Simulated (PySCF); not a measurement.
# Broadened absorption spectrum of C10H20Si2

Species: C10H20Si2.
Geometry (PBE0-D3(BJ)/def2-SVP, Å), atoms numbered from 1 in this order:
```xyz
32
C10H20Si2 angstrom
C     -3.8839    2.0038    0.9584
C     -3.1238    1.5443   -0.0366
C     -1.6506    1.3012    0.0372
C     -1.2680   -0.1560   -0.2196
C     -1.8338   -1.1470    0.8250
C     -0.7273   -2.1870    1.0870
C      0.3337   -1.9318    0.0126
C      0.2487   -0.4211   -0.2231
Si     1.1612    0.1554   -1.7735
C      2.9745   -0.3636   -1.7247
C      3.8860   -0.0325   -0.7905
Si     3.6134    1.0799    0.6953
H     -3.4522    2.2538    1.9333
H     -4.9601    2.1533    0.8371
H     -3.5988    1.3069   -0.9981
H     -1.2687    1.6086    1.0264
H     -1.1427    1.9407   -0.7074
H     -1.6616   -0.4422   -1.2137
H     -2.7647   -1.6091    0.4643
H     -2.1018   -0.6106    1.7492
H     -1.0989   -3.2227    1.0756
H     -0.2821   -2.0227    2.0811
H      0.0693   -2.4677   -0.9169
H      1.3403   -2.2690    0.3032
H      0.6912    0.0946    0.6511
H      1.0503    1.6377   -1.9560
H      0.5321   -0.5037   -2.9629
H      3.3070   -1.0299   -2.5347
H      4.8993   -0.4494   -0.8942
H      4.8308    1.9150    0.9279
H      3.3672    0.2688    1.9296
H      2.4376    1.9760    0.4767
```

The calculation used TDDFT CAM-B3LYP/def2-SVPD, vertical, gas phase, core orbitals frozen in the response (PySCF).

Each state is given a Gaussian of 0.3 eV full width at half maximum, with ε(max) = 2.175×10⁸ f / Δν̃ (Δν̃ the width in cm⁻¹). The width is an assumption, not a result. The curve ends short of the highest state used, and states not computed would add to its high-energy end.

| E (eV) | ε (L mol⁻¹ cm⁻¹) |
| --- | --- |
| 5.28 | 1 |
| 5.33 | 4 |
| 5.39 | 18 |
| 5.44 | 46 |
| 5.50 | 121 |
| 5.55 | 227 |
| 5.60 | 367 |
| 5.66 | 531 |
| 5.71 | 612 |
| 5.77 | 604 |
| 5.82 | 549 |
| 5.87 | 582 |
| 5.93 | 1111 |
| 5.98 | 2490 |
| 6.04 | 6133 |
| 6.09 | 11218 |
| 6.14 | 17651 |
| 6.20 | 24833 |
| 6.25 | 27865 |
| 6.30 | 26804 |
| 6.36 | 20877 |
| 6.41 | 14310 |
| 6.47 | 7422 |
| 6.52 | 3625 |
| 6.57 | 1518 |
| 6.63 | 436 |
| 6.68 | 131 |
| 6.74 | 34 |
| 6.79 | 43 |
| 6.84 | 133 |
| 6.90 | 509 |
| 6.95 | 1380 |
| 7.01 | 3922 |
| 7.06 | 8240 |
| 7.11 | 15372 |
| 7.17 | 27586 |

Q: Locate the maxima and give the states behind the curve.

A: 216 nm (5.73 eV), ε about 620, made up of S1 (99%); 198 nm (6.26 eV), ε about 28000, made up of S2 (100%) (ε in L mol⁻¹ cm⁻¹; maxima over ε = 5, shares over 10%). At its high-energy end, 7.17 eV, the curve is still rising (ε about 28000, from S5 and S6). The states used: S1 5.73 eV (f 0.0069); S2 6.26 eV (f 0.311); S3 7.17 eV (f 0.0087); S4 7.19 eV (f 0.026); S5 7.25 eV (f 0.057); S6 7.33 eV (f 0.483); S7 7.37 eV (f 0.022); S8 7.43 eV (f 0.0092); S9 7.57 eV (f 0.0064); S10 7.77 eV (f 0.0046).

Q: On this curve, what absorbance would a 10⁻⁵ mol/L sample give at 222 nm over a 1 cm path?

A: 222 nm is 5.585 eV, where ε is about 320 L mol⁻¹ cm⁻¹, so A = ε c l ≈ 0.0032 (Beer–Lambert, with the gas-phase spectrum and the assumed width).

Q: Coming from long wavelengths, where does ε first pass 100 L mol⁻¹ cm⁻¹?

A: At about 226 nm (5.49 eV), 0.24 eV below S1.

Q: What would ε be at 6.26 eV, the highest of these maxima, with half the width (0.15 eV)?

A: About 56000 L mol⁻¹ cm⁻¹ against 28000, a factor of about 2.00; a lone state at its own centre would give exactly 2.

One conformer stands for the species.
